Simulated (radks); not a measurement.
Ru+, configuration [Kr] 4d7.

All-electron calculation, Dirac Kohn-Sham, PBEsol, spin-unpolarised, spherical densities, finite nucleus; open shells are shared between the two j in proportion to 2j + 1; Fermi nuclear charge, rms radius 4.4809 fm. Program: a radial shooting solver on a logarithmic mesh with Libxc functionals.

Energy parts (hartree):
total: -4528.87685
kinetic: 4712.27523
electron-nucleus: -10946.95038
Hartree: 1836.94263
exchange-correlation: -131.14433

Orbitals (lengths in bohr, moments of r in powers of bohr; r(90%) holds 90 % of the orbital's charge):
| orbital | occ. | eigenvalue (hartree) | <r> | <r^4> | r(90%) | <r^2> |
|---|---|---|---|---|---|---|
| 1s1/2 | 2 | -805.5294 | 0.03345 | 5.918e-06 | 0.0600 | 0.001511 |
| 2s1/2 | 2 | -116.0290 | 0.1454 | 0.001076 | 0.225 | 0.02497 |
| 2p1/2 | 2 | -107.2539 | 0.1236 | 0.0007087 | 0.202 | 0.01877 |
| 2p3/2 | 4 | -102.4469 | 0.1284 | 0.0008024 | 0.209 | 0.02012 |
| 3s1/2 | 2 | -20.64515 | 0.4027 | 0.05330 | 0.595 | 0.1858 |
| 3p1/2 | 2 | -17.24053 | 0.3959 | 0.05411 | 0.598 | 0.1825 |
| 3p3/2 | 4 | -16.42478 | 0.4065 | 0.05990 | 0.613 | 0.1922 |
| 3d3/2 | 4 | -10.39196 | 0.3822 | 0.05860 | 0.609 | 0.1751 |
| 3d5/2 | 6 | -10.23297 | 0.3857 | 0.06055 | 0.614 | 0.1781 |
| 4s1/2 | 2 | -3.07440 | 1.020 | 2.110 | 1.48 | 1.179 |
| 4p1/2 | 2 | -2.06191 | 1.108 | 3.173 | 1.64 | 1.410 |
| 4p3/2 | 4 | -1.93744 | 1.140 | 3.560 | 1.69 | 1.491 |
| 4d3/2 | 2.8 | -0.46846 | 1.628 | 22.04 | 2.63 | 3.245 |
| 4d5/2 | 4.2 | -0.45622 | 1.650 | 23.37 | 2.67 | 3.337 |

The highest occupied level is 4d5/2 at -12.414 eV. For comparison, the ionisation energy in NIST's Atomic Spectra Database is 16.8 eV (semi-empirical). In exact Kohn-Sham theory the highest level is minus the ionisation energy, but local and semilocal functionals leave it too shallow, through self-interaction and a potential that decays too fast; potentials with the right tail come closer. Summed over all electrons, <r^2> = 37.69 bohr^2, which gives a Langevin (diamagnetic) susceptibility term of -29.9 x 10^-6 cm^3/mol.

Beside tabulated values, note that spin-unpolarised runs miss the spin-polarisation part of the exchange energy of open shells.
